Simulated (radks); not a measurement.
The numbers below are computed, except where a source is named.
Question: The sulfur ion S3+, 13 electrons, occupied as [Ne] 3s2 3p1 (the NIST ground configuration). Level of theory: scalar-relativistic Kohn-Sham, exchange-only PBE, spin-polarised, spherical densities, finite nucleus; open shells are filled with parallel spins first; Fermi nuclear charge, rms radius 3.2611 fm (a radial shooting solver on a logarithmic mesh with Libxc functionals). Some entries of the table are withheld. Estimate them.

| orbital | occ. | eigenvalue (hartree) | <r^2> (bohr^2) | <1/r> (bohr^-1) |
|---|---|---|---|---|
| 1s up | 1 | -89.98472 | 0.01263 | 15.66 |
| 1s down | 1 | -89.97734 | 0.01263 | 15.66 |
| 2s up | 1 | (1) | 0.2724 | 3.069 |
| 2s down | 1 | (2) | 0.2720 | 3.069 |
| 2p up | 3 | -7.24263 | 0.2433 | 2.966 |
| 2p down | 3 | -7.23151 | 0.2429 | 2.966 |
| 3s up | 1 | -1.91261 | 2.649 | 0.9080 |
| 3s down | 1 | -1.83997 | 2.673 | 0.9087 |
| 3p up | 1 | -1.47390 | 3.219 | 0.8118 |
| 3p down | 0 | -1.40394 | 3.290 | 0.8073 |

Answer: 
(1) 2s up eigenvalue (hartree): -9.25966
(2) 2s down eigenvalue (hartree): -9.25133
